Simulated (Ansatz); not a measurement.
The cluster Cs3H3 (the lowest singlet isomer of a short search). Total charge 0; singlet. Geometry PBE-D4/def2-TZVP, basis def2-TZVP, Ansatz.

```csv
atom,x (Å),y (Å),z (Å)
Cs1,2.754,0.373,-0.895
Cs2,-1.977,-1.167,-1.805
Cs3,-0.777,0.793,2.700
H4,0.654,-0.657,-2.289
H5,-2.332,-0.305,0.753
H6,1.679,0.963,1.536
```

| run | HOMO (eV) | LUMO (eV) |
| --- | --- | --- |
| A | -5.28 | 0.11 |
| B | -4.05 | -0.20 |
| C | -3.12 | -0.60 |
| D | -3.17 | -0.07 |
| E | -6.07 | 0.12 |
| F | -3.00 | -0.60 |

In the def2 sets Cs takes a core potential; there is no spin–orbit coupling. The structure comes from a short search, and lower isomers may exist.

Q: The runs used BLYP, CAM-B3LYP, PBE, PBE0, r2SCAN, ωB97M-V. Estimate which is which.

A: A CAM-B3LYP (range-separated); B PBE0 (25 % exact exchange); C PBE (0 % exact exchange); D r2SCAN (0 % exact exchange); E ωB97M-V (range-separated); F BLYP (0 % exact exchange). Exact exchange lowers occupied and raises empty levels; among semilocal functionals meta-GGAs tend to open the gap a little, and such runs are hard to tell apart. The gap grows from 2.40 eV (BLYP) to 6.20 eV (ωB97M-V).
